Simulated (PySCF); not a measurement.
Compound: C7H7FS (charge +1 and doublet state).
Structure used (GFN2-xTB), in Å, numbered top down from 1:
```
atom  x, y, z in Å
C1     2.9465   -0.1784    0.1965
S2     1.7173   -1.2379   -0.5702
C3     0.2015   -0.4613   -0.2553
C4     0.0079    0.7191    0.4800
C5    -1.2621    1.2211    0.6513
C6    -2.3719    0.5736    0.0952
C7    -2.2121   -0.5944   -0.6368
C8    -0.9410   -1.1026   -0.8026
F9    -0.7468   -2.2194   -1.4914
H10    3.9124   -0.6339   -0.0090
H11    2.9156    0.8169   -0.2408
H12    2.7924   -0.1288    1.2722
H13    0.8481    1.2354    0.9146
H14   -1.4041    2.1250    1.2229
H15   -3.3594    0.9853    0.2368
H16   -3.0520   -1.1109   -1.0748
```

The hyperfine couplings belong to this conformer and change with its torsions.

As a line formula: `C[S+]c1ccccc1F` [radical] (charge +1).

Computed with UKS B3LYP, pcH-1 on C F H S, non-relativistic, mean-field spin-orbit, GIAO (PySCF 2.14.0). The structure is a single GFN2-xTB conformer in the gas phase; no vibrational or solvent corrections. The geometry wasn't refined by DFT: couplings that depend on bond lengths, twists or pyramidal angles can differ widely from those at the functional's own minimum, by a factor of two or more for some ions and for spin on atoms past the first row.

Count the α and β electrons and give S(S+1).

Nα = 37, Nβ = 36 (73 in all), and S(S+1) = 0.75 for S = 1/2.

Mulliken spin populations, one withheld:

```csv
atom,bound to,population
C1,"S2, H10, H11, H12",-0.0239
S2,"C1, C3",+0.5264
C3,"S2, C4, C8",+0.0747
C4,"C3, C5, H13",+0.0446
C5,"C4, C6, H14",+0.0065
C6,"C5, C7, H15",?
C7,"C6, C8, H16",-0.0971
C8,"C7, F9, C3",+0.1750
F9,C8,+0.0237
H10,C1,-0.0003
H11,C1,+0.0189
H12,C1,+0.0195
H13,C4,-0.0029
H14,C5,-0.0011
H15,C6,-0.0099
H16,C7,+0.0026
```

What does C6 hold?

The populations add up to Nα − Nβ = 1, and the others sum to 0.7567, so C6 holds +0.243.

How is the spin shared among the elements?

Sulfur +0.53, carbon +0.42, hydrogen +0.03, fluorine +0.02. The positive populations sum to 1.14, the negative ones to -0.14.

The run gives ⟨S²⟩ = 0.7603. What does that say of the overlap of α and β orbitals, and of the weight of higher spin?

For a single determinant ⟨S²⟩ = S(S+1) + Nβ − Σ|⟨iα|jβ⟩|², so the squared overlaps of occupied orbitals sum to 36 − 0.0103 = 35.9897. If the quartet state (S + 1) were the only admixture, its weight would be 0.0103/(2S + 2) = 0.34 %.

What Fermi-contact NMR shifts do the couplings of C1, C3, C5, C6, C7, C8, F9 imply at 298 K (Curie law, g = gₑ)?

δ = a_FC·h·gₑ μB S(S+1)/(3 g_N μN kT), with k/h = 20836.6 MHz/K:

| nuclei | isotope | a_FC (MHz) | g_N | contact shift (ppm) |
| --- | --- | --- | --- | --- |
| C1 | 13C | -9.27 | 1.4048 | -977 |
| C3 | 13C | -4.33 | 1.4048 | -456 |
| C5 | 13C | -6.27 | 1.4048 | -661 |
| C6 | 13C | 18.11 | 1.4048 | +1908 |
| C7 | 13C | -16.56 | 1.4048 | -1745 |
| C8 | 13C | 13.91 | 1.4048 | +1465 |
| F9 | 19F | 30.99 | 5.2577 | +872 |

All at the stated temperature.

The spin density at the nucleus, in bohr⁻³, is negative for C7 (-0.0147), C1 (-0.0083) and C5 (-0.0056), for instance. A restricted open-shell determinant has no negative spin density anywhere; here it arises because α and β orbitals differ (spin polarisation).

The SMILES `C[S+]c1ccccc1F` draws the unpaired electron on S2, whose computed spin population is only +0.53.
